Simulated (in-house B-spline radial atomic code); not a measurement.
Atomic self-consistent-field run: Sr II (Sr+) (an excited or competing configuration). All numbers are computed (scalar-relativistic (X2C) SCAN, spin-polarised, spherical fractional occupations; Fermi nucleus of rms radius 4.224 fm) with an all-electron radial atomic-structure program (B-spline basis), not measured.

Command:
```bash
python run_scf.py task.json out
```
Settings (nuclear radius in fm, mass in u):
```
Z                38
configuration    [Ar] 3d10 4s1 4p6 5s1 5d1
hamiltonian      x2c
method           scan,scan
spin_polarised   True
nucleus          fermi
rms_radius       4.224
atomic_mass      87.90561
speed_of_light   137.035999084
```

Output (hartree, bohr):
```
 radial grid: 82 intervals, B-splines of order 8, outer radius 60 bohr

 iter        energy (Eh)    residual
    1       -3177.497086    1.14e-01
    2       -3177.503777    2.01e-03
    3       -3177.503847    1.30e-03
    4       -3177.503866    8.49e-04
    5       -3177.503877    2.43e-04
    6       -3177.503878    4.32e-05
    7       -3177.503878    1.26e-05
    8       -3177.503878    3.66e-06
    9       -3177.503878    9.85e-07
   10       -3177.503878    2.31e-07

 total energy                     -3177.50388
 kinetic                            3272.7710
 electron-nucleus                  -7645.1626
 Hartree                            1300.4136
 exchange-correlation               -105.5259

 orbital      occ     eigenvalue          <r>       <r^2>       <1/r>       r_max
 1s up      1.000      -587.0175    0.0387175  0.00203204     40.0537     0.02501
 1s down    1.000      -587.0080    0.0387176  0.00203205     40.0533     0.02501
 2s up      1.000       -80.5140      0.17197   0.0349446     8.90676      0.1449
 2s down    1.000       -80.5095     0.171971   0.0349441     8.90635      0.1449
 2p up      3.000       -71.5281     0.150229   0.0276212     8.51583      0.1159
 2p down    3.000       -71.5214     0.150233   0.0276218     8.51557      0.1159
 3s up      1.000       -13.2072     0.490568    0.276354     2.96212      0.4352
 3s down    1.000       -13.1987     0.490477    0.276116     2.96119      0.4353
 3p up      3.000       -10.2715     0.497476    0.288982     2.77307      0.4305
 3p down    3.000       -10.2610     0.497155    0.288417     2.77347      0.4306
 3d up      5.000        -5.4489     0.497769    0.301963     2.50849      0.3776
 3d down    5.000        -5.4351     0.496643    0.300185     2.51162      0.3776
 4s up      1.000        -2.1617      1.32535     1.98801      1.0169       1.179
 4p up      3.000        -1.4413      1.49385      2.5531    0.888858       1.296
 4p down    3.000        -1.3785      1.50831     2.59748    0.876795       1.307
 5s up      1.000        -0.4545       3.4838     13.5872    0.368235       3.151
 5d up      1.000        -0.1390      6.73598     51.2264    0.196709       6.188
```

Time taken, with all properties: 0.34 s on 1 thread of Arm Neoverse V1, on a shared host.

One-electron X2C: radii and densities carry no picture-change correction, so inner-shell <1/r> comes out high (for 1s by about 2 % at Z = 33, 5 % at 54, 10 % at 75, 30 % at 118) and <r> low.
